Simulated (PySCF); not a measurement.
# Ho: excitation energy

Ho [Xe] 4f11 6s2 (high-spin determinant) → Ho [Xe] 4f11 5d2 (high-spin determinant), as a difference of total energies. Computed with PySCF 2.14 in ANO-RCC-VTZP (8s7p5d3f2g1h, 104 functions), with scalar relativity by spin-free X2C-1e. Correlated levels: valence: [Kr] 4d10 frozen; valence and next inner shell: [Ar] 3d10 frozen. The calculations carry no spin-orbit coupling.

```csv
method,excitation energy (eV)
UHF,5.808
MP2 (valence),6.005
SCS-MP2 (valence),6.259
MP2 (valence and next inner shell),6.057
SCS-MP2 (valence and next inner shell),6.299
```

Q: How much does correlation contribute at MP2 (valence and next inner shell)?

A: 6.057 − (5.808) = 0.249 eV, measured against UHF.

The upper state lies above the first ionisation limit, where it may autoionise and the basis confines it.

The determinant of the lower state and of the upper state mixes LS terms, which raises its energy above the lowest term, most at the Hartree-Fock and MP2 levels.
